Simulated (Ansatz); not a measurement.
Total energies of FH$_{4}$NOSi, SMILES `N[SiH](O)F`.

```xyz
8

N     0.644   -0.102   -0.991
Si    0.030    0.140    0.575
O    -1.598    0.196    0.552
F     0.588   -1.098    1.413
H     1.535   -0.550   -1.128
H     0.419    0.523   -1.747
H     0.431    1.361    1.296
H    -2.049   -0.470    0.029
```

The species carries charge 0 and has multiplicity 1. All single points use the PBE0-D4/def2-TZVP geometry. It is one conformer, not always the lowest. Basis def2-TZVPP, Ansatz 0.2.0.

RPA on PBE orbitals: Hartree–Fock energy of these orbitals -520.25005 Eh, correlation -1.28543 Eh (frozen core).

```json
{"functional": "LDA (SPW92)", "energy without D4 (Eh)": "-519.19660", "D4 term (kJ/mol)": "–"}
{"functional": "PBE", "energy without D4 (Eh)": "-521.59564", "D4 term (kJ/mol)": "-12.8"}
{"functional": "revPBE", "energy without D4 (Eh)": "-521.84537", "D4 term (kJ/mol)": "-42.0"}
{"functional": "BLYP", "energy without D4 (Eh)": "-521.94995", "D4 term (kJ/mol)": "-28.9"}
{"functional": "r2SCAN", "energy without D4 (Eh)": "-521.86090", "D4 term (kJ/mol)": "-3.0"}
{"functional": "B97M-V", "energy without D4 (Eh)": "-521.85023", "D4 term (kJ/mol)": "–"}
{"functional": "PBE0", "energy without D4 (Eh)": "-521.63001", "D4 term (kJ/mol)": "-10.6"}
{"functional": "B3LYP", "energy without D4 (Eh)": "-522.01836", "D4 term (kJ/mol)": "-20.7"}
{"functional": "r2SCANh", "energy without D4 (Eh)": "-521.84676", "D4 term (kJ/mol)": "-3.1"}
{"functional": "r2SCAN0", "energy without D4 (Eh)": "-521.82647", "D4 term (kJ/mol)": "-3.5"}
{"functional": "HSE06 (plane-wave form)", "energy without D4 (Eh)": "-521.61323", "D4 term (kJ/mol)": "-9.8"}
{"functional": "BHLYP", "energy without D4 (Eh)": "-521.89426", "D4 term (kJ/mol)": "-15.0"}
{"functional": "CAM-B3LYP", "energy without D4 (Eh)": "-521.93695", "D4 term (kJ/mol)": "-10.6"}
{"functional": "LC-ωPBE", "energy without D4 (Eh)": "-521.77564", "D4 term (kJ/mol)": "–"}
{"functional": "ωB97X-V", "energy without D4 (Eh)": "-521.86988", "D4 term (kJ/mol)": "–"}
{"functional": "ωB97M-V", "energy without D4 (Eh)": "-521.90682", "D4 term (kJ/mol)": "–"}
{"functional": "B2PLYP", "energy without D4 (Eh)": "-521.73476", "D4 term (kJ/mol)": "–"}
{"functional": "PBE-QIDH", "energy without D4 (Eh)": "-521.52354", "D4 term (kJ/mol)": "–"}
```

B3LYP takes the VWN-RPA correlation (the form of Gaussian; ORCA's B3LYP/G). HSE06 is the plane-wave form, built on full-range PBE exchange. The double hybrids freeze the cores in their second-order part.

LC-ωPBE has ω = 0.4 bohr⁻¹.
